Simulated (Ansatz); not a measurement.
```xyz
2

C     0.0076    0.0064   -1.1171
S     0.0085   -0.0050    0.4172
```

Basis set: STO-3G (spherical functions). Left uncorrelated: 6 orbitals. Charge 0, multiplicity 1.

Computed with Ansatz (development build ahead of 0.2.0); each method stands on the lowest determinant of its kind that the runs found. Restricted open shells among the atoms or ions are ROHF, correlated in semicanonical orbitals with singles.

Question: Give the atomization energy at this shape (free ground-state atoms in the same class of orbitals less the molecule, no zero-point energy) of singlet CS by RHF-MP2, RHF.

Answer:

```
 method  atomization energy
RHF-MP2             6.96 eV
    RHF             3.88 eV
```

This basis has no polarisation functions and is too small for such energies, which can lie far from measured ones in either direction.
